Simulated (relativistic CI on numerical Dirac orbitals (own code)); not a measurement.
**Forbidden transitions in K XI**

Calculated at this level of theory: Dirac-Coulomb-Breit CI, KLI orbitals optimised for each configuration, model QED (radiative potential, 1s self-energy scaled to tabulated hydrogen-like ionisation energies), valence Slater integrals scaled by 0.9, P86 correlation estimate, and configurations built on the next ion tied to the tabulated ionisation energy (semi-empirical) (own radial code, finite nucleus).

Configurations in the expansion (outside the closed core 1s2): 2s²2p⁵, 2s²2p⁴3s, 2s²2p⁴3p, 2s²2p⁴3d, 2s²2p⁴4s, 2s2p⁶, 2p⁶3s, 2p⁶3p, 2p⁶3d, 2s2p⁵3s, 2s2p⁵3p, 2s2p⁵3d, 2s²2p⁴4p, 2s²2p⁴4d, 2s²2p⁴4f, 2s²2p³3s², 2s²2p³3s3p, 2s2p⁵4s, 2s2p⁵4p, 2s²2p³3p², 2s²2p³3s3d, 2s2p⁵4d, 2s2p⁵4f, 2s²2p³3p3d. Levels of other configurations are missing.

```csv
λ vac (Å),Lower,Upper,Type,A (s⁻¹),gf,Branching (%)
34.684,2s²2p⁵ ²P°3/2 [1],2s²2p⁴3p ²F°7/2 [26],E2,8.00e+07,1.15e-04,3.5
35.018,2s²2p⁵ ²P°1/2 [2],2s²2p⁴3p ²F°5/2 [25],E2,7.08e+07,7.81e-05,3.4
35.289,2s²2p⁵ ²P°3/2 [1],2s²2p⁴3p ²P°3/2 [21],E2,1.09e+08,8.15e-05,4.2
35.329,2s²2p⁵ ²P°3/2 [1],2s²2p⁴3p ²D°5/2 [20],E2,7.28e+07,8.17e-05,3.0
35.391,2s²2p⁵ ²P°3/2 [1],2s²2p⁴3p ²P°1/2 [18],E2,5.49e+07,2.06e-05,2.2
35.454,2s²2p⁵ ²P°1/2 [2],2s²2p⁴3p ²D°3/2 [23],E2,8.89e+07,6.70e-05,3.0
35.537,2s²2p⁵ ²P°3/2 [1],2s²2p⁴3p ⁴D°5/2 [16],E2,6.87e+07,7.80e-05,3.0
4269.0,2s²2p⁵ ²P°3/2 [1],2s²2p⁵ ²P°1/2 [2],M1,2.31e+02,1.26e-06,100.0
```

Terms are leading LS components. Brackets give the number of a level in order of energy, since labels repeat. The list gives strong lines, with weight on those to low levels, without configurations that were not tied to measured data, among the lowest 272 of 666 levels, so that lines to higher ones, which can be the strongest, are missing. Levels whose partners in the same complex of configurations lie outside the list can be far off, and so can their lines. Rates are taken at the computed energies, electric ones in the length gauge.

Configurations that consist of the next ion and one excited electron were tied to the tabulated ionisation energy; Rydberg ones are usually within 1,000 to 3,000 cm⁻¹ and the lowest ones within about 6,000 (9,000 in d shells), while levels on excited terms of the next ion carry the error of that term, and the other configurations can be misplaced by 10,000 cm⁻¹ or more. Rates follow the energies as ν³ (E1, M1) or ν⁵ (E2), so rates, branching and lifetimes can be off by large factors.

LS names give the leading component of a level, which can be under half, so a name can repeat, a term be missing and a line seem to break the LS rules.
